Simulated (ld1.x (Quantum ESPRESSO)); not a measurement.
# Logarithmic derivatives: barium (Ba), TM

ld1.x (Quantum ESPRESSO) 7.5 input, shortened:

```
&input
   title='Ba', zed=56., rel=2, dft='PZ', iswitch=3,
   config='[Xe] 5d0 6s1.5 6p0.5', rel_dist='average'
 /
 &inputp
   pseudotype=2, tm=.true., lloc=0,
   nlcc=.false.
 /
3
6P  2  1   0.50   0.00  3.45  3.45  0.0
5D  3  2   0.00   0.00  0.75  0.75  0.0
6S  1  0   1.50   0.00  3.75  3.75  0.0
 &test
   configts(1)='5d0 6s1.5 6p0.5'
 /
```

Open shells are filled in proportion to 2j + 1 (rel_dist='average').

The phase is arctan(r·u′/u) with u = r·R(r), unwrapped; energies in Ry, scanned from -2 to 5 Ry. A pole is an energy at which the radial function vanishes at the test radius. The pseudo phase is shifted by a multiple of π to meet the all-electron one at the reference energy, and phase errors are pseudo minus all-electron; the curves can meet again beyond the range given. Levels narrower than the energy grid can be missing from the lists of poles.

Question: For each channel, where are the poles, and over which energies does the pseudopotential scatter like the atom?

Answer:

| channel | radius (bohr) | reference energy (Ry) | poles, all-electron | poles, pseudo | unbroken range about the reference energy with phases within 0.05 rad | phase error 1 Ry above the reference energy (rad) |
| --- | --- | --- | --- | --- | --- | --- |
| s | 4.03 | -0.27 | 0.84, 4.96 | 0.70, 2.76 | below 0.9 | -0.034 |
| p1/2 | 4.03 | -0.12 | -1.50, 1.47 | 1.16 | -1.3 to 0.1 | -0.059 |
| p3/2 | 4.03 | -0.11 | -1.33, 1.61 | 1.19 | -1.1 to 0.1 | -0.086 |
| d3/2 | 4.03 | -0.19 | 0.12, 2.92 | 0.14, 4.09 | below 0.6 | +0.094 |
| d5/2 | 4.03 | -0.18 | 0.15, 2.96 | 0.17, 4.13 | below 0.6 | +0.088 |

Note: ghost states, extra bound levels that the all-electron valence spectrum of the same l lacks: p1/2 at -63.4 eV, p3/2 at -39.7 eV. A true bound ghost makes a file unfit for plane-wave use. The 5d radius (0.75 bohr) lies inside the outermost node of the all-electron wave (1.00 bohr), which a nodeless pseudo-wave cannot match soundly.

Phases in the p3/2 channel:

| E (Ry) | all-electron | pseudo |
| --- | --- | --- |
| -2.00 | 1.358 | -1.743 |
| -1.76 | 1.323 | -1.757 |
| -1.52 | 1.186 | -1.774 |
| -1.28 | -1.661 | -1.795 |
| -1.04 | -1.778 | -1.822 |
| -0.80 | -1.836 | -1.859 |
| -0.56 | -1.903 | -1.916 |
| -0.32 | -2.010 | -2.015 |
| -0.08 | -2.231 | -2.231 |
| 0.16 | -2.844 | -2.899 |
| 0.40 | -3.884 | -4.023 |
| 0.64 | -4.341 | -4.443 |
| 0.88 | -4.518 | -4.604 |
| 1.12 | -4.609 | -4.692 |
| 1.36 | -4.667 | -4.756 |
| 1.60 | -4.711 | -4.814 |
| 1.84 | -4.747 | -4.877 |
| 2.08 | -4.781 | -4.963 |
| 2.32 | -4.818 | -5.113 |
| 2.56 | -4.862 | -5.474 |
| 2.80 | -4.924 | -6.470 |
| 3.04 | -5.028 | -7.247 |
| 3.28 | -5.263 | -7.508 |
| 3.52 | -6.046 | -7.624 |
| 3.76 | -7.154 | -7.689 |
| 4.00 | -7.504 | -7.732 |
| 4.24 | -7.636 | -7.762 |
| 4.48 | -7.705 | -7.786 |
| 4.72 | -7.749 | -7.805 |
| 4.96 | -7.779 | -7.821 |
